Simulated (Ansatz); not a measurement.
Input for Ansatz (a program for electronic structure): R-PBE/def2-TZVPP on FHPbS (SMILES [F][Pb][SH]), a point of a torsion scan. Elements past Kr take the def2 small-core potentials; no spin–orbit coupling.

Ansatz 0.2 input:
```yaml
crystal:
  periodic: [false, false, false]
  atoms:
    - {symbol: F, position_ang: [1.95034980, -0.74312021, -0.19363423]}
    - {symbol: Pb, position_ang: [1.00093353, 1.07197650, -0.62857390]}
    - {symbol: S, position_ang: [-1.39316508, 0.30998436, -0.48028779]}
    - {symbol: H, position_ang: [-1.93162927, 1.49302418, -0.76278487]}
basis:
  gaussian:
    orbitals: def2-TZVPP
hamiltonian:
  xc: {name: PBE}
scf: {lower_state_search: off}
```

The log:

```
WARN ansatz: RAYON_NUM_THREADS=1 ignored (pool sized by the plan → 1); use --threads N
Functional definition: PBE
these checks for a lower state are left out or cut short: stability, starts, cluster_reference, orbital_swaps, neighbouring_geometries, increment
integrals: 0.05 GiB planned
881 factors; their error is unknown
mean field: 0.37 GiB planned
mean field evaluation 1: about -18808.9792 eV, gradient 5.3e1 eV
mean field evaluation 2: about -18649.2095 eV, gradient 2.5e2 eV
mean field evaluation 4: about -18812.2789 eV, gradient 2.8e1 eV
mean field evaluation 8: about -18814.4019 eV, gradient 2.8e-1 eV
mean field evaluation 16: about -18814.3950 eV, gradient 4.9e-4 eV
mean field -18814.39500090 eV, -691.4162634280 hartree, gradient 3.6e-6 eV, S^2 0.000000; 0 other end points of the search recorded, 0 dependent functions left out
reference -18814.39503910 eV, -691.4162648320 hartree; 24, 24 occupied and 113, 113 virtual orbitals, 881 factors
Total energy: -18814.39503910 eV, -691.4162648320 hartree
Checks for a lower state left out: stability, starts, cluster_reference, orbital_swaps, neighbouring_geometries, increment
```

Self-consistency was reached.

Cost: very roughly 1.1 core-seconds.
